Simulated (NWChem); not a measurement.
System: NbH3SO3; SMILES [OH][Nb]([OH])([OH])=[S]

Here is an NWChem input.

```
start job
memory heap 200 mb stack 900 mb global 1100 mb
geometry units angstroms noautoz
  Nb    -0.000142     0.251436     0.000518
  S      0.000154    -1.900809    -0.004101
  O     -0.329149     0.882754     1.741382
  H     -0.489723     0.461243     2.590833
  O     -1.342589     0.888687    -1.152493
  H     -1.998029     0.468932    -1.717617
  O      1.670604     0.888204    -0.583288
  H      2.487066     0.468590    -0.870306
end
basis spherical
  Nb library def2-svp
  S library def2-svp
  O library def2-svp
  H library def2-svp
end
ecp
  Nb library def2-ecp
end
dft
  xc mn15
  iterations 150
  mulliken
end
task dft gradient
```

Output (shortened):

```
             Northwest Computational Chemistry Package (NWChem) 7.3.0
             --------------------------------------------------------

 C3  symmetry detected

                             Geometry "geometry" -> ""
                             -------------------------

 Output coordinates in angstroms (scale by  1.889725989 to convert to a.u.)

  No.       Tag          Charge          X              Y              Z
 ---- ---------------- ---------- -------------- -------------- --------------
    1 Nb                  41.0000     0.00000000     0.00000000     0.22081917
    2 S                   16.0000     0.00000000     0.00000000    -1.93143080
    3 O                    8.0000     1.47431444    -0.98011560     0.85593295
    4 H                    1.0000     2.19475046    -1.45908037     0.43563865
    5 O                    8.0000    -1.58596223    -0.78673595     0.85593295
    6 H                    1.0000    -2.36097590    -1.17116947     0.43563865
    7 O                    8.0000     0.11164779     1.76685156     0.85593295
    8 H                    1.0000     0.16622543     2.63024984     0.43563865

 Effective nuclear repulsion energy (a.u.)     584.7261977541

      Symmetry information
      --------------------

 Group name             C3
 Group number              5
 Group order               3
 No. of unique centers     4

                                 NWChem DFT Module
                                 -----------------

 Summary of "ao basis" -> "ao basis" (spherical)
 ------------------------------------------------------------------------------
       Tag                 Description            Shells   Functions and Types
 ---------------- ------------------------------  ------  ---------------------
 Nb                         def2-svp                11       31   5s3p2d1f
 S                          def2-svp                 8       18   4s3p1d
 O                          def2-svp                 6       14   3s2p1d
 H                          def2-svp                 3        5   2s1p

      Symmetry analysis of basis
      --------------------------

        a          40
        e+         33
        e-         33

  Rotation of axis

            General Information
            -------------------
          SCF calculation type: DFT
          Wavefunction type:  closed shell.
          No. of atoms     :     8
          No. of electrons :    56
           Alpha electrons :    28
            Beta electrons :    28
          Charge           :     0
          Spin multiplicity:     1
          Use of symmetry is: on ; symmetry adaption is: on
          Maximum number of iterations: 150
          AO basis - number of functions:   106
                     number of shells:    46
          Convergence on energy requested:  1.00D-06
          Convergence on density requested:  1.00D-05
          Convergence on gradient requested:  5.00D-04

              XC Information
              --------------
                         MN15 Method XC Functional
                     Hartree-Fock (Exact) Exchange  0.440
                          MN15 Exchange Functional  1.000
                        MN15 Correlation Potential  1.000

             Grid Information
             ----------------
          Grid used for XC integration:  medium
          Radial quadrature: Mura-Knowles
          Angular quadrature: Lebedev.
          Tag              B.-S. Rad. Rad. Pts. Rad. Cut. Ang. Pts.
          ---              ---------- --------- --------- ---------
          Nb                  1.45      123           9.0       590
          S                   1.00       88          10.0       590
          O                   0.60       49          10.0       434
          H                   0.35       45          11.0       434
          Grid pruning is: on
          Number of quadrature shells:   305
          Spatial weights used:  Erf1

      Superposition of Atomic Density Guess
      -------------------------------------

 Sum of atomic energies:        -687.67035405

      Non-variational initial energy
      ------------------------------

 Total energy =    -679.801886
 1-e energy   =   -1488.782082
 2-e energy   =     540.282142
 HOMO         =      -0.356860
 LUMO         =      -0.025656

      Symmetry analysis of molecular orbitals - initial
      -------------------------------------------------

  Numbering of irreducible representations:

     1 a           2 e+          3 e-

  Orbital symmetries:

     1 a           2 a           3 e+          4 e+          5 a
     6 a           7 e+          8 e+          9 a          10 e+
    11 e+         12 a          13 a          14 e+         15 e+
    16 a          17 e+         18 e+         19 a          20 e+
    21 e+         22 a          23 e+         24 e+         25 a
    26 a          27 e+         28 e+         29 a          30 e+
    31 e+         32 a          33 e+         34 e+         35 e+
    36 e+         37 a          38 a

     ---------------------------------------------
      Total Density - Mulliken Population Analysis
     ---------------------------------------------

[...]

                         DFT ENERGY GRADIENTS

    atom               coordinates                        gradient
                 x          y          z           x          y          z
   1 Nb      0.000000   0.000000   0.417288    0.000000  -0.000000   0.003653
   2 S       0.000000   0.000000  -3.649875    0.000000   0.000000  -0.007320
   3 O       2.786050  -1.852150   1.617479    0.003630  -0.002417   0.000842
   4 H       4.147477  -2.757262   0.823238   -0.003614   0.002403   0.000380
   5 O      -2.997034  -1.486715   1.617479   -0.003908  -0.001935   0.000842
   6 H      -4.461598  -2.213189   0.823238    0.003888   0.001928   0.000380
   7 O       0.210984   3.338865   1.617479    0.000278   0.004352   0.000842
   8 H       0.314121   4.970451   0.823238   -0.000274  -0.004331   0.000380
```

Level: MN15/def2-SVP with def2 effective core potentials on Nb. Coordinates come from a PBE0/def2-SVP optimisation. No frequency run checked for a minimum. def2 effective core potentials on Nb; no spin-orbit coupling.
